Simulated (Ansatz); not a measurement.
`CB(N)F` + `BN` → `BNB(C)N` + H–F at 700 K and 1 bar (ligand exchange at a B–F bond).

Program: Ansatz. Geometries: PBE0-D4/def2-TZVP. ΔE: electronic, gas phase. CBS: MP2 limit from def2 TZ/QZ plus the TZ coupled-cluster correction, frozen cores. This one scheme is used for every species. Each species was taken in one conformer, which may not be the lowest.

```tsv
species	CCSD(T)/CBS energy (Eh)	H − E (kJ/mol)	S (J/(mol·K))
`CB(N)F`	-220.47660	246.7	387.6
`BN`	-81.93499	163.7	282.2
`BNB(C)N`	-201.99245	366.7	461.7
H–F	-100.39570	45.2	198.5
```

H − E and S are ideal-gas, rigid-rotor, harmonic terms from PBE0-D4/def2-TZVP, for one conformer and one mirror image of each species. 1 Eh = 2625.50 kJ/mol, R = 8.31446 J/(mol·K).

By hand: ΔE, ΔH, ΔS and ΔG.

ΔE = (-201.99245) + (-100.39570) − (-220.47660) − (-81.93499) = 0.02344 Eh = 61.5 kJ/mol. Δ(H − E) = 366.7 + 45.2 − 246.7 − 163.7 = 1.5, so ΔH = 63.0 kJ/mol. ΔS = 461.7 + 198.5 − 387.6 − 282.2 = -9.6 J/(mol·K). ΔG = 63.0 − 700 × (-9.6)/1000 = 69.7 kJ/mol.

By hand: the equilibrium constant, and the temperature at which ΔG would vanish if ΔH and ΔS stayed fixed.

log₁₀ K = −ΔG/(RT ln 10) = -5.2. ΔH and −TΔS have one sign here, so there is no such temperature.

The number of gas molecules stays the same, so ΔS is small and ΔH decides. A doubt of 5 kJ/mol in ΔE shifts log₁₀ K by 0.4 here. Other conformers and mirror images would add mixing entropy, several J/(mol·K) or more a flexible species. These are equilibria of isolated gas molecules and say nothing of rates. Largest T1 diagnostic: 0.012 (customary marks: 0.02 for closed shells, 0.045 for open ones).

ΔS is within the doubt of such terms, so its sign, and with it that verdict, could turn.
